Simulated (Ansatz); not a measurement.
Geometry optimisation, RKS PBE0/def2-SVP (Ansatz 0.2.0).

input.yaml

```yaml
crystal:
  periodic: [false, false, false]
  atoms:
    - { symbol: Ge, position_ang: [-0.150098, -0.101438, -0.082412] }
    - { symbol: F, position_ang: [-0.423175, -0.111076, 1.598597] }
    - { symbol: O, position_ang: [1.561978, -0.082503, -0.420476] }
    - { symbol: H, position_ang: [1.830032, -0.911258, -0.841722] }
    - { symbol: Cl, position_ang: [-1.323082, 1.346115, -1.051203] }
    - { symbol: F, position_ang: [-0.693197, -1.65629, -0.586407] }
    - { symbol: O, position_ang: [1.111578, 2.1742, 1.328592] }
    - { symbol: H, position_ang: [1.957242, 1.765441, 1.104497] }
    - { symbol: H, position_ang: [0.759421, 1.59571, 2.041035] }
basis:
  gaussian: { orbitals: def2-SVP }
hamiltonian:
  xc: pbe0
relax:
  f_tol: 0.03
  max_steps: 50
```

Run as:

```bash
$ ansatz run input.yaml --threads 4 --pin off --max-ram 5120MiB --backend cpu --events-out ev --progress --plain --runs-dir out
```

Problem. Where does it end, and by what steps?

Solution. The forces met the threshold. After 8 steps the energy has fallen by 0.251 eV; O7 moved furthest, 0.47 Å.

```json
{"step": "0", "energy less start (eV)": "0.0000", "largest force component (eV/Å)": "0.709", "accepted": "yes"}
{"step": "1", "energy less start (eV)": "-0.0432", "largest force component (eV/Å)": "1.368", "accepted": "yes"}
{"step": "2", "energy less start (eV)": "-0.1469", "largest force component (eV/Å)": "1.615", "accepted": "yes"}
{"step": "3", "energy less start (eV)": "-0.2187", "largest force component (eV/Å)": "0.809", "accepted": "yes"}
{"step": "4", "energy less start (eV)": "-0.2407", "largest force component (eV/Å)": "0.221", "accepted": "yes"}
{"step": "5", "energy less start (eV)": "-0.2477", "largest force component (eV/Å)": "0.104", "accepted": "yes"}
{"step": "6", "energy less start (eV)": "-0.2500", "largest force component (eV/Å)": "0.129", "accepted": "yes"}
{"step": "7", "energy less start (eV)": "-0.2506", "largest force component (eV/Å)": "0.031", "accepted": "yes"}
{"step": "8", "energy less start (eV)": "-0.2507", "largest force component (eV/Å)": "0.007", "accepted": "yes"}
```

```xyz
9
Properties=species:S:1:pos:R:3
Ge -0.033 0.069 0.070
F -0.474 -0.204 1.725
O 1.680 -0.086 -0.325
H 1.816 -0.895 -0.836
Cl -1.272 1.453 -0.960
F -0.574 -1.447 -0.591
O 0.902 1.833 1.077
H 1.837 1.633 0.913
H 0.749 1.662 2.017
```

Whether the end is a true minimum wasn't checked by a vibrational analysis.

Time of the run: 27 s on 4 threads of Intel(R) Xeon(R) Platinum 8259CL CPU @ 2.50GHz (Skylake/Cascade Lake), on a shared host, peak memory 0.35 GiB.
